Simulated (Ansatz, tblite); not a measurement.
Cost and result up the ladder for the cluster BeTe2⁻ (the lowest doublet isomer of a short search) (3 atoms). Charge -1, multiplicity 2. Geometry: PBE-D4/def2-TZVPD.

Cartesian coordinates in Å:
```
Be -0.0009 0.0006 -0.0005
Te 0.3622 -1.1291 -1.8759
Te -0.3613 1.1285 1.8764
```

Ansatz on 4 threads of Arm Neoverse V2 on a shared host; xTB runs through tblite on one thread. Times are rough, summed over both states, and most runs start from the orbitals of an earlier one. CCSD(T)/def2-TZVPPD serves as the yardstick here, not as an exact answer. Differences are given only for rows in sets of like size (and for xTB, whose basis is part of the method), since another set adds its own error. The other state is a quartet at its own geometry, which has other bonds, so the gap mixes isomer and spin.

In the def2 sets Te takes a core potential, while STO-3G treats all electrons; there is no spin–orbit coupling. The xTB rows come from tblite. LC-ωPBE has ω = 0.4 bohr⁻¹. Correlated methods freeze 8 core orbitals; core or outer-core shells of Te are correlated, in sets that lack core-valence functions. In CCSD on the charge -1 doublet the largest single amplitude is 0.30, so its Hartree–Fock determinant may place the open shell otherwise than the density functionals do. HOMO above LUMO, or a gap near zero within one spin, warns that the state may not be the lowest or that an electron is smeared out. The structure comes from a short search, and lower isomers may exist.

Run but left out: BLYP-D4/def2-TZVPD (doublet: an occupied level 0.03 eV above an empty one).

Correlated methods converge slowly with the basis.

xTB has no spin-polarisation term.

```
                          level  functions  quartet − doublet (eV)  difference from CCSD(T)/def2-TZVPPD (eV)                                                                                        remarks
             PBE0-D4/def2-TZVPD        140                    2.08                                     -0.09                                                                                              –
                       GFN1-xTB         22                    2.40                                      0.23                                                                                              –
             ωB97M-V/def2-TZVPD        140                    2.35                                      0.18                                                                                              –
PBE-D4/def2-TZVPD (with forces)        140                    2.02                                     -0.15                             HOMO above zero (quartet), gap within one spin near zero (doublet)
            PBE-QIDH/def2-TZVPD        140                    2.21                                      0.04                                                                                              –
              B2PLYP/def2-TZVPD        140                    2.23                                      0.06                                                                                              –
                 MP2/def2-TZVPD        140                    2.31                                      0.14                                                                                              –
           r2SCAN-D4/def2-TZVPD        140                    2.05                                     -0.12                                                                      HOMO above zero (quartet)
                       GFN2-xTB         22                    3.09                                      0.92                                                                                              –
             RPA@PBE/def2-TZVPD        140                    2.19                                      0.02                                                                                              –
             LC-ωPBE/def2-TZVPD        140                    2.13                                     -0.04                                                                                              –
                      HF/STO-3G         59                    2.69                                         –  HOMO above zero (doublet), HOMO above zero (quartet), spin-contaminated (⟨S²⟩ 0.90) (doublet)
            CCSD(T)/def2-TZVPPD        140                    2.17                                      0.00                                                                                              –
```

(1) Estimate how long each takes.

Results:

(1) GFN1-xTB 0.004 s; GFN2-xTB 0.008 s; HF/STO-3G 4.3 s; MP2/def2-TZVPD 6.6 s; PBE-D4/def2-TZVPD (with forces) 12 s; RPA@PBE/def2-TZVPD 13 s; PBE0-D4/def2-TZVPD 16 s; B2PLYP/def2-TZVPD 19 s; PBE-QIDH/def2-TZVPD 20 s; LC-ωPBE/def2-TZVPD 26 s; r2SCAN-D4/def2-TZVPD 27 s; ωB97M-V/def2-TZVPD 90 s; CCSD(T)/def2-TZVPPD 92 s. On shared hardware such times vary by a factor of up to 3.
